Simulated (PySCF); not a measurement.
C₄H₁₄O₂Si₂, SMILES C[Si](C)([Si](O)(O)C)C at its GFN2-xTB optimised geometry (Å):

```
22

Si    -1.1583     0.0067     0.0000
C     -1.8558    -0.9011     1.5379
C     -1.8559    -0.9010    -1.5379
C     -1.9032     1.7697     0.0000
Si     1.1619     0.0067     0.0000
C      1.9033    -1.7556    -0.0157
O      1.7766     0.8633     1.2450
O      1.7768     0.8855    -1.2292
H     -2.9412    -0.9349     1.5165
H     -1.5013    -1.9266     1.5901
H     -1.5652    -0.4077     2.4612
H     -1.5645    -0.4083    -2.4614
H     -2.9413    -0.9337    -1.5170
H     -1.5024    -1.9268    -1.5896
H     -1.5825     2.3292     0.8739
H     -1.5831     2.3291    -0.8742
H     -2.9900     1.7529     0.0004
H      1.5945    -2.3292     0.8532
H      2.9900    -1.7244    -0.0170
H      1.5921    -2.3147    -0.8932
H      1.7094     0.5391     2.1364
H      1.7094     0.5773    -2.1263
```

Computed with PBE0/def2-SVP run with PySCF. Cells within 0.4 Å of a nucleus heavier than hydrogen are left out (blank, or x).

Map of the deformation density (molecule minus spherical neutral atoms) (e/bohr³) on the plane z = 0.0 Å:

```
|222222222222222222222222222|
|222222222222222222222222222|
|222222222222222222222222222|
|222222222222222222222222222|
|222222111112222222222222222|
|222221111111122222222222222|
|222111111211122222222222222|
|222112323311112222222222222|
|22111497xx11111111112222222|
|22111497x521111111111222222|
|222112336742111000011222222|
|222111124532221000011122222|
|2222111111x14531x0011122222|
|222211100xxx565xxx001112222|
|2222111111x14542x2111112222|
|222211111100222236421111222|
|222211111111111247633211222|
|222221111111111126x79411122|
|222221111111111114x79411122|
|222222211111111113313211222|
|222222222222221112111111222|
|222222222222222111111122222|
|222222222222222211111222222|
|222222222222222222222222222|
|222222222222222222222222222|
|222222222222222222222222222|
|222222222222222222222222222|
```
Scale: ten equal steps from -0.021 (start of '0') to 0.078 (end of '9'), in the order '0123456789'; x runs from -5.00 to 5.00, y from -5.00 (bottom) to 5.00 (top).
